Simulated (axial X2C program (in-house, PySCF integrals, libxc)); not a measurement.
# GeTe⁻: properties at the nuclei

Calculated with an axial X2C code built on PySCF integrals: two-component X2C with atomic mean-field Coulomb and Gaunt terms, Gaussian nuclei, basis Te dyall-acv3z, Ge dyall-acv3z with contracted cores.

R = 2.467 Å (near the PBE0 minimum at charge -1 of the determinant lowest at the starting distance; the state shown can have its own minimum elsewhere).

Determinant lowest in the PBE0 search, Ω = 1/2 (⟨Sz⟩ = -0.50, ⟨Lz⟩ = 1.00 at PBE0), spin on the atoms Te 0.03, Ge -0.52:

```json
{"level": "PBE0", "Eeff magnitude (GV/cm)": "0.49", "Ws magnitude Te (kHz)": "0.222", "Ws magnitude Ge (kHz)": "0.157", "A∥/gI Te (MHz)": "789", "qzz Te (a.u.)": "1.57", "A∥/gI Ge (MHz)": "1080", "qzz Ge (a.u.)": "-1.55"}
{"level": "HF", "Eeff magnitude (GV/cm)": "0.933", "Ws magnitude Te (kHz)": "0.484", "Ws magnitude Ge (kHz)": "0.376", "A∥/gI Te (MHz)": "765", "qzz Te (a.u.)": "1.93", "A∥/gI Ge (MHz)": "1030", "qzz Ge (a.u.)": "-1.99"}
{"level": "TPSSh", "Eeff magnitude (GV/cm)": "0.492", "Ws magnitude Te (kHz)": "0.242", "Ws magnitude Ge (kHz)": "0.144", "A∥/gI Te (MHz)": "800", "qzz Te (a.u.)": "1.51", "A∥/gI Ge (MHz)": "1020", "qzz Ge (a.u.)": "-1.41"}
{"level": "B3LYP", "Eeff magnitude (GV/cm)": "0.325", "Ws magnitude Te (kHz)": "0.102", "Ws magnitude Ge (kHz)": "0.0983", "A∥/gI Te (MHz)": "766", "qzz Te (a.u.)": "1.48", "A∥/gI Ge (MHz)": "1010", "qzz Ge (a.u.)": "-1.50"}
{"level": "r2SCAN", "Eeff magnitude (GV/cm)": "0.346", "Ws magnitude Te (kHz)": "0.119", "Ws magnitude Ge (kHz)": "0.272", "A∥/gI Te (MHz)": "820", "qzz Te (a.u.)": "1.44", "A∥/gI Ge (MHz)": "1130", "qzz Ge (a.u.)": "-1.43"}
```

Determinant 0.19 eV from it at PBE0 and this distance, Ω = 3/2 (⟨Sz⟩ = 0.50, ⟨Lz⟩ = 1.00 at PBE0), spin on the atoms Te 0.03, Ge 0.47:

```json
{"level": "PBE0", "Eeff magnitude (GV/cm)": "0.334", "Ws magnitude Te (kHz)": "0.0157", "Ws magnitude Ge (kHz)": "0.0731", "A∥/gI Te (MHz)": "171", "qzz Te (a.u.)": "1.54", "A∥/gI Ge (MHz)": "105", "qzz Ge (a.u.)": "-1.75"}
{"level": "HF", "Eeff magnitude (GV/cm)": "2.6", "Ws magnitude Te (kHz)": "0.559", "Ws magnitude Ge (kHz)": "0.318", "A∥/gI Te (MHz)": "121", "qzz Te (a.u.)": "2.42", "A∥/gI Ge (MHz)": "91.6", "qzz Ge (a.u.)": "-2.30"}
{"level": "TPSSh", "Eeff magnitude (GV/cm)": "0.253", "Ws magnitude Te (kHz)": "0.0329", "Ws magnitude Ge (kHz)": "0.0624", "A∥/gI Te (MHz)": "184", "qzz Te (a.u.)": "1.46", "A∥/gI Ge (MHz)": "113", "qzz Ge (a.u.)": "-1.61"}
{"level": "B3LYP", "Eeff magnitude (GV/cm)": "0.216", "Ws magnitude Te (kHz)": "0.0244", "Ws magnitude Ge (kHz)": "0.0453", "A∥/gI Te (MHz)": "164", "qzz Te (a.u.)": "1.45", "A∥/gI Ge (MHz)": "141", "qzz Ge (a.u.)": "-1.70"}
{"level": "r2SCAN", "Eeff magnitude (GV/cm)": "0.0662", "Ws magnitude Te (kHz)": "0.225", "Ws magnitude Ge (kHz)": "0.107", "A∥/gI Te (MHz)": "223", "qzz Te (a.u.)": "1.36", "A∥/gI Ge (MHz)": "61.7", "qzz Ge (a.u.)": "-1.61"}
```

Eeff is the effective electric field on the electron electric dipole moment in this Ω state and Ws the scalar–pseudoscalar constant of the nucleus named (defined with the proton number Z and per Ω); A∥ (defined per Ω) follows by multiplying with gI = μI/(I μN); qzz is the electric field gradient, eQq0 = 234.96 MHz × Q/barn × qzz. The operators were transformed with the bare-nucleus X2C matrices; with these basis sets, hyperfine constants and field gradients can be off by tens of per cent, and where levels differ in sign neither size nor sign is settled.

Q: With gI(125Te) = -1.7770, gI(73Ge) = -0.1954, Q(73Ge) = -0.196 barn (g factors from the IAEA table of nuclear moments by Stone; Q from Pyykkö, Mol. Phys. 2018), turn the PBE0 values of the first state into constants in MHz.

A: A∥(125Te) = 789 × -1.7770 = -1400 MHz; A∥(73Ge) = 1080 × -0.1954 = -211 MHz; eQq0(73Ge) = 234.96 × (-0.196) × (-1.55) = 71.4 MHz.

Each state is one determinant with collinear spin. Unrestricted Hartree–Fock can overshoot spin polarisation at the nuclei. In the state Ω = 3/2 the sign of Eeff differs between levels (r2SCAN against PBE0). For an anion, determinants above electron detachment, or with a positive highest level, are held by the basis set. Where Eeff spreads by more than a factor of two the levels disagree and none is to be relied on. The search compared states at one distance, so a state with another bond length can lie lower. The sign of Ws at Te differs between levels in the first state. The sign of Ws at Te differs between levels in the second state. Further determinants of the search, some of them spin-mixed, are not shown. PBE0 term energies can be off by some tenths of an eV.
